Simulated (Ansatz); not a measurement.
Reading a saddle point

A first-order saddle point of GeSi4H14O, closed shell, PBE0-D4/def2-TZVP, with one imaginary mode of 1330i cm⁻¹:

Ge1  (-0.281, 1.002, 2.734)
H2  (1.503, 0.456, 2.866)
H3  (1.354, 0.210, 1.812)
O4  (0.531, 0.286, 1.022)
Si5  (0.127, -0.201, -0.543)
Si6  (1.847, 0.429, -2.004)
Si7  (-1.855, 0.866, -1.199)
Si8  (-0.184, -2.523, -0.619)
H9  (-0.642, -0.003, 3.840)
H10  (-1.579, 1.209, 1.896)
H11  (0.137, 2.397, 3.225)
H12  (1.501, -0.035, -3.375)
H13  (3.136, -0.193, -1.596)
H14  (2.012, 1.908, -2.021)
H15  (-3.037, 0.337, -0.470)
H16  (-1.757, 2.334, -0.979)
H17  (-2.042, 0.610, -2.655)
H18  (-0.550, -2.918, -2.007)
H19  (1.059, -3.243, -0.228)
H20  (-1.281, -2.929, 0.302)
(Å)

Computed with Ansatz 0.2.0 (basis: def2-TZVPP and def2-QZVPP); correlated methods freeze the cores. Filled d shells of the heavier atoms are correlated. The def2 sets are not built for correlating such inner shells, so the correlated values are less sure here. Extrapolation: Hartree–Fock as exp(−7.88 √X), correlation as X^−2.97.

Which contacts change along the imaginary mode, and what lies on either side? (A judgement: the text doesn't fix the answer.)

The calculation gives: The step is Si₄H₁₀O ([OH][Si]([SiH3])([SiH3])[SiH3]) + GeH₄ → GeSi₄H₁₂O ([SiH3][Si]([SiH3])([SiH3])[O][GeH3]) + H₂, with the molecules in contact on both sides. Shortening one way: Ge1–O4, H2–H3; lengthening the same way: Ge1–H2, H3–O4.
```
  pair  one side (Å)  saddle (Å)  other side (Å)
Ge1–O4          3.25        2.03            1.78
 H2–H3          3.22        1.09            0.75
Ge1–H2          1.53        1.87            4.15
 H3–O4          0.96        1.14            2.66
```

Which side is lower, and how far does the saddle lie above each? (Judge from chemistry; the value comes from the calculation.)

The calculation gives: The side with Ge1–O4, H2–H3 short is lower by 2.93 kcal/mol; the saddle lies 51.10 kcal/mol above it and 48.18 kcal/mol above the other (CCSD(T) at an estimated basis limit (MP2 extrapolated from triple and quadruple zeta, plus CCSD(T) − MP2 in triple zeta); electronic energies).

T1 diagnostic: at most 0.015.

Labels in which every atom is bracketed show which atoms are joined, not bond orders.

For scale, one of the runs: CCSD(T)/def2-TZVPP, 443 basis functions, launched by `ansatz run in.yaml --threads 4 --pin off --events-out ev --progress --plain --max-ram 41984MiB --backend cuda --devices 0, --max-vram 37GiB`. Time: 43 s of wall clock on 4 CPU threads of an AMD EPYC 7R13 and a share of one NVIDIA H100; the host was shared. Peak host memory: 1.9 GiB.
